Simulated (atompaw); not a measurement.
## PBE PAW (atompaw) dataset for Sn (Z = 50), scalar-relativistic all-electron reference.

```json
{"Element": "tin", "Generator": "atompaw 4.2.0.5", "Type": "PAW", "Functional": "PBE", "Relativity": "scalar-relativistic", "Frozen core": "[Kr]", "Valence charge": "14", "Reference configuration": "4d10 5s2 5p2", "Partial waves": "5s (bound): rc 2.05 bohr; 5s channel at -0.35 Ry: rc 2.05 bohr; 5p (bound): rc 1.15 bohr; 5p channel at 0.6 Ry: rc 1.15 bohr; 4d (bound): rc 2.05 bohr; 4d channel at -0.45 Ry: rc 1.50 bohr; 4f channel at -0.1 Ry: rc 2.05 bohr; 4f channel at 0.75 Ry: rc 2.00 bohr", "Local potential": "troulliermartins scheme with l = 4 at -0.5 Ry, radius 1.75 bohr", "Core correction": "smooth core density matched at 1.90 bohr", "Augmentation charge": "besselshape compensation charge, radius 1.55 bohr; PAW radius 2.05 bohr; waves and projectors: custom polynom vanderbiltortho"}
```

Task: Does the generator finish with these settings?

Result: Yes, a potential is produced.

Task: Estimate the cutoffs (Ry, on a coarse ladder) from which the occupation-weighted sum of valence levels, in a spherical-Bessel basis at the reference potential, stays within 10 and 1 mRy of its value at 400 Ry.

Result: 40 Ry and 60 Ry.

Task: What does a ghost test show?

Result: Ghost states, extra bound levels that the all-electron valence spectrum of the same l lacks: s at -194.5 eV, p at -89.7 eV. A true bound ghost makes a file unfit for plane-wave use.

Task: Is the overlap operator S = 1 + Σ q|β⟩⟨β| positive definite (Bessel basis up to 400 Ry)?

Result: Yes: its lowest eigenvalue is 0.15 (s channel).

Task: Which valence shell sets the plane-wave cutoff?

Result: 5p: its level needs 45 Ry to come within 1 mRy, against 35 Ry for 4d.
